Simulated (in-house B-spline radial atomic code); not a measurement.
# Ionising Tc⁴⁺ with different functionals

Computed with a radial B-spline atomic code at the basis-set limit: non-relativistic Hamiltonian, point nucleus, spin-polarised at highest spin, spherical fractional occupations for the functionals, the average over the highest-spin determinants for Hartree-Fock. The ionisation energy is the difference of two self-consistent energies, [Kr] 4d3 → [Kr] 4d2, without Breit or QED terms; ε is the level of the shell that loses the electron (its least bound occupied spin orbital). There is no spin-orbit coupling in this Hamiltonian.

Hybrids are left out here: with spherical fractional occupations of an open shell their exact exchange keeps a self-interaction that integer-occupation calculations don't have.

```json
{"method": "Hartree-Fock", "rung": "Hartree-Fock", "ΔSCF (eV)": "57.07", "-ε(4d) (eV)": "57.83"}
{"method": "LDA VWN5", "rung": "LDA", "ΔSCF (eV)": "58.29", "-ε(4d) (eV)": "50.90"}
{"method": "LDA PW92", "rung": "LDA", "ΔSCF (eV)": "58.28", "-ε(4d) (eV)": "50.88"}
{"method": "LDA exchange-only", "rung": "LDA", "ΔSCF (eV)": "56.86", "-ε(4d) (eV)": "49.53"}
{"method": "PBE", "rung": "GGA", "ΔSCF (eV)": "58.22", "-ε(4d) (eV)": "50.83"}
{"method": "PBEsol", "rung": "GGA", "ΔSCF (eV)": "58.18", "-ε(4d) (eV)": "50.79"}
{"method": "BLYP", "rung": "GGA", "ΔSCF (eV)": "57.99", "-ε(4d) (eV)": "50.57"}
{"method": "RPBE", "rung": "GGA", "ΔSCF (eV)": "58.19", "-ε(4d) (eV)": "50.80"}
{"method": "PW91", "rung": "GGA", "ΔSCF (eV)": "?", "-ε(4d) (eV)": "?"}
{"method": "BP86", "rung": "GGA", "ΔSCF (eV)": "58.24", "-ε(4d) (eV)": "50.84"}
{"method": "AM05", "rung": "GGA", "ΔSCF (eV)": "58.15", "-ε(4d) (eV)": "50.75"}
{"method": "OLYP", "rung": "GGA", "ΔSCF (eV)": "58.44", "-ε(4d) (eV)": "51.00"}
{"method": "TPSS", "rung": "meta-GGA", "ΔSCF (eV)": "58.13", "-ε(4d) (eV)": "50.75"}
{"method": "SCAN", "rung": "meta-GGA", "ΔSCF (eV)": "58.25", "-ε(4d) (eV)": "50.95"}
{"method": "r2SCAN", "rung": "meta-GGA", "ΔSCF (eV)": "?", "-ε(4d) (eV)": "?"}
{"method": "M06-L", "rung": "meta-GGA", "ΔSCF (eV)": "58.11", "-ε(4d) (eV)": "50.78"}
{"method": "revTPSS", "rung": "meta-GGA", "ΔSCF (eV)": "58.08", "-ε(4d) (eV)": "50.70"}
```

Task: What does r2SCAN give?

Result: ΔSCF 58.30 eV, and -ε(4d) = 51.00 eV.

Task: What does PW91 give?

Result: ΔSCF 58.29 eV, and -ε(4d) = 50.90 eV.

Task: How do they compare with the NIST value?

Result: NIST lists 57 eV ± 1.9 (tabulated theory, ground level to ground level). Errors run from -0.14 to +1.44 eV; all lie within about twice that uncertainty, so the table can't rank the methods. Hartree-Fock also lacks correlation.
